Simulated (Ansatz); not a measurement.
Ansatz results at the PBE0-D4/def2-TZVP geometry: LUMO energy (PBE0/def2-TZVPP) 0.69 eV; size of the dipole moment (PBE/def2-TZVPP) 2.03 D; HOMO energy (B3LYP/def2-TZVPP) -6.91 eV.

Each molecule was computed in one conformer, which needn't be the lowest.

**Question.** Which molecule gave them?
A. `B/C=C\O[SiH2][GaH2]`
B. `F[B]1[S][GaH]1`
C. `N[SiH2]NCO`
D. `FC1=C[Se]1`

**Answer.** C. The others give `B/C=C\O[SiH2][GaH2]`: -2.54, 3.41, -7.08; `FC1=C[Se]1`: -1.34, 1.49, -5.63; `F[B]1[S][GaH]1`: -2.24, 2.01, -6.60.

B3LYP here is the variant with VWN-RPA as its local correlation; programs differ in this.
